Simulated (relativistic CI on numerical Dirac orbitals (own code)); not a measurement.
**Radial parameters of Ge V**

Method of calculation: Dirac-Coulomb-Breit CI, KLI orbitals optimised for each configuration, model QED, valence Slater integrals scaled by 0.85, P86 correlation energy added to each configuration (own radial code, finite nucleus).

Slater integrals F^k, G^k are unscaled and averaged over j, outside the closed core [Ar]; ζ comes from projecting the Hamiltonian with its Breit term on Σ l·s of the shell.

- 3d9 4s: ζ(3d) = 1781.3, G^2(3d,4s) = 14355 cm⁻¹; <r>(3d) = 0.6872, <r^2>(3d) = 0.5862, <r>(4s) = 1.727, <r^2>(4s) = 3.366 (bohr units).
- 3d9 4p: ζ(3d) = 1790.1, F^2(3d,4p) = 29923, G^1(3d,4p) = 10760, G^3(3d,4p) = 9851.6, ζ(4p) = 2347.9 cm⁻¹; <r>(3d) = 0.6856, <r^2>(3d) = 0.583, <r>(4p) = 1.958, <r^2>(4p) = 4.342 (bohr units).
- 3d9 4d: ζ(3d) = 1787.8, F^2(3d,4d) = 17798, F^4(3d,4d) = 7698.4, G^0(3d,4d) = 6749.4, G^2(3d,4d) = 7014.3, G^4(3d,4d) = 5130.8, ζ(4d) = 155.07 cm⁻¹; <r>(3d) = 0.6832, <r^2>(3d) = 0.5774, <r>(4d) = 2.581, <r^2>(4d) = 7.554 (bohr units).

In this model ζ of a weakly bound d, f or g electron outside closed shells comes out too small, for d by up to a factor of two or three and at times with the wrong sign; that of an outer p electron is too small as well.

Averages of the first 10 configurations, taken without configuration mixing, which lowers the lowest level and can move excited configurations by several eV; other configurations of the list can lie among them:

```csv
Configuration,Parity,States,Average energy above the lowest level (eV)
3d10,even,1,0.1
3d9 4s,even,20,29.2
3d9 4p,odd,60,40.9
3d9 4d,even,100,56.9
3d9 5s,even,20,60.2
3d9 5p,odd,60,64.5
3d8 4s2,even,45,66.6
3d9 4f,odd,140,68.5
3d9 5d,even,100,70.9
3d8 4s 4p,odd,540,77.4
```
